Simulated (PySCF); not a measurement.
All values below come from ωB97X-D3(BJ)/def2-TZVP // PBE0-D3(BJ)/def2-SVP in PySCF. All species are isolated molecules in the gas phase. Delta-SCF ions had no search for a lower state. 

Reference species (SMILES): `[GeH4]` (neutral, multiplicity 1).

```yaml
vertical ionisation energy (Delta-SCF): 12.54 eV
HOMO: -12.19 eV
HOMO–LUMO gap: 15.20 eV
```

Changed species: `[SiH3][GeH3]` (1 of 4 H replaced by SiH3; the reference has 0 of 4 H replaced by SiH3).

**Question.** Predict the effect on the vertical ionisation energy (Delta-SCF), HOMO and HOMO–LUMO gap.

**Answer.** the vertical ionisation energy (Delta-SCF) falls by 1.98 eV, to 10.56 eV; the HOMO rises by 1.58 eV, to -10.61 eV; the HOMO–LUMO gap falls by 2.34 eV, to 12.86 eV.
